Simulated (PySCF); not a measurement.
PySCF input (M06-2X/6-31G* with LANL2DZ past Ar (5d)):

```python
from pyscf import gto, dft

mol = gto.M(
    atom='''
    In   -0.00000000   -0.00000000   -0.03780298
    H     0.00000000    0.00000000    1.85234582
    ''',
    basis={'default': '6-31g*', 'In': 'lanl2dz'},
    ecp={'In': 'lanl2dz'},
    charge=1,
    spin=1,
    symmetry='C2v',
    verbose=4,
)

mf = dft.UKS(mol, xc='m062x')
mf.grids.level = 4
mf.conv_tol = 1e-9
mf.max_cycle = 100
mf.max_memory = 1500
mf.kernel()
if not mf.converged:
    mf = mf.newton()
    mf.kernel(mf.make_rdm1())
mf.dip_moment()
```

Question: What final total energy does it give?

Answer: -2.13274 Eh.
